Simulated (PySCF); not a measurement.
Atomic charges against the basis set

Compound: CH₄O₃Si.
Geometry (PBE0-D3(BJ)/def2-SVP, Å), atoms numbered from 1 in this order:
```xyz
9
CH4O3Si angstrom
O      1.9287    0.5371   -0.7392
C      1.2280   -0.4359   -0.5626
Si    -0.3668   -0.1524    0.4745
O     -1.6021   -0.4013   -0.6004
O     -0.1729    1.4087    0.9724
H      1.5189   -1.4190   -1.0198
H     -0.5254   -1.0327    1.6625
H     -2.5058   -0.3425   -0.2768
H      0.5563    1.8217    0.4837
```

PBE0 throughout (PySCF), one geometry, spherical d and f functions. Isolated species at its PBE0-D3(BJ)/def2-SVP geometry (one conformer only). Atoms taken as equivalent share a column and are averaged.

Mulliken charges (e):

```csv
basis,functions,O1,C2,Si3,O4/O5,H6,H7,H8/H9
STO-3G,33,-0.184,-0.079,+0.847,-0.446,+0.057,-0.134,+0.194
6-31G,57,-0.362,-0.078,+1.127,-0.787,+0.168,-0.128,+0.424
pcSseg-0,57,-0.440,-0.256,+1.448,-0.833,+0.230,-0.117,+0.401
6-31G*,82,-0.364,+0.015,+0.855,-0.730,+0.150,-0.100,+0.453
cc-pVDZ,94,-0.214,+0.032,+0.594,-0.351,+0.032,-0.101,+0.179
def2-SVP,94,-0.243,-0.019,+0.736,-0.406,+0.049,-0.116,+0.203
aug-cc-pVDZ,155,-0.451,+0.482,+1.093,-0.723,-0.247,+0.222,+0.174
"6-311+G(2d,p)",167,-0.335,-0.099,+1.213,-0.711,+0.118,-0.064,+0.295
def2-TZVP,185,-0.282,+0.044,+0.562,-0.521,+0.094,-0.046,+0.335
cc-pVTZ,210,-0.257,+0.066,+0.500,-0.360,+0.058,-0.072,+0.212
IGLO-III,224,-0.375,+0.037,+1.142,-0.631,+0.067,-0.176,+0.284
```

IAO charges (e):

```
        basis  functions      O1      C2     Si3   O4/O5      H6      H7   H8/H9
       STO-3G         33  -0.184  -0.159  +1.068  -0.585  +0.093  -0.131  +0.241
        6-31G         57  -0.327  -0.040  +1.120  -0.751  +0.132  -0.112  +0.364
     pcSseg-0         57  -0.317  -0.055  +1.146  -0.737  +0.124  -0.126  +0.351
       6-31G*         82  -0.355  -0.018  +1.250  -0.779  +0.108  -0.156  +0.364
      cc-pVDZ         94  -0.348  -0.016  +1.234  -0.776  +0.106  -0.157  +0.366
     def2-SVP         94  -0.349  -0.018  +1.247  -0.773  +0.104  -0.163  +0.362
  aug-cc-pVDZ        155  -0.366  -0.006  +1.248  -0.797  +0.114  -0.151  +0.378
6-311+G(2d,p)        167  -0.370  -0.014  +1.281  -0.805  +0.115  -0.160  +0.378
    def2-TZVP        185  -0.369  -0.016  +1.296  -0.806  +0.112  -0.165  +0.377
      cc-pVTZ        210  -0.365  -0.015  +1.282  -0.801  +0.111  -0.163  +0.377
     IGLO-III        224  -0.370  -0.016  +1.292  -0.808  +0.114  -0.163  +0.379
```

Some averages cover members that differ in this geometry, most widely: H8/H9, Mulliken in aug-cc-pVDZ +0.114 to +0.233; O4/O5, Mulliken in aug-cc-pVDZ -0.761 to -0.685; O4/O5, Mulliken in IGLO-III -0.656 to -0.607; H8/H9, Mulliken in IGLO-III +0.262 to +0.307 e.

Problem. Which scheme is steadiest as the basis changes?

Solution. Largest range over the bases for any column: IAO 0.23 e, Mulliken 0.95 e. IAO charges move least and Mulliken charges most, counted in e. Without the minimal STO-3G basis the ranges are IAO 0.18, Mulliken 0.95 e.

Problem. How much do the charges still move between the two largest bases, cc-pVTZ and IGLO-III?

Solution. At most, over all atoms: Mulliken 0.642 e, IAO 0.010 e.

Problem. What do the same runs give for the total energy, the frontier levels and the dipole moment?

Solution. 
```
        basis  energy (Eh)  HOMO (eV)  LUMO (eV)  μ (D)
       STO-3G    -548.3067      -3.92       2.18   1.40
        6-31G    -555.1508      -7.51      -1.89   2.47
     pcSseg-0    -554.3274      -7.51      -1.89   2.45
       6-31G*    -555.2966      -7.18      -1.53   2.07
      cc-pVDZ    -555.3351      -7.15      -1.55   1.99
     def2-SVP    -555.0349      -7.25      -1.64   2.07
  aug-cc-pVDZ    -555.3691      -7.45      -1.98   2.22
6-311+G(2d,p)    -555.4385      -7.49      -2.01   2.24
    def2-TZVP    -555.4676      -7.40      -1.89   2.18
      cc-pVTZ    -555.4548      -7.34      -1.81   2.12
     IGLO-III    -555.4732      -7.44      -1.95   2.21
```

The dipole is fixed by the density alone, so its range of 1.07 D shows that the density itself changes with the basis, not only its division among atoms.
